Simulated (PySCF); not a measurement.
**Excitation energy of Cu⁺ by level of theory**

Cu⁺ [Ar] 3d10 (1S) → Cu⁺ [Ar] 3d9 4s1, s spin flipped, as a difference of total energies. Calculation: PySCF 2.14, in aug-cc-pwCVDZ-PP with ECP10MDF; a scalar-relativistic core potential. Correlated levels: valence and next inner shell: nothing frozen outside the core potential. The calculations carry no spin-orbit coupling.

```csv
method,excitation energy (eV)
UHF,0.850
MP2 (valence and next inner shell),4.047
SCS-MP2 (valence and next inner shell),3.660
```

Q: How much does correlation contribute at MP2 (valence and next inner shell)?

A: 4.047 − (0.850) = 3.197 eV, measured against UHF.

The upper determinant mixes two multiplicities, so it lies between the two terms.
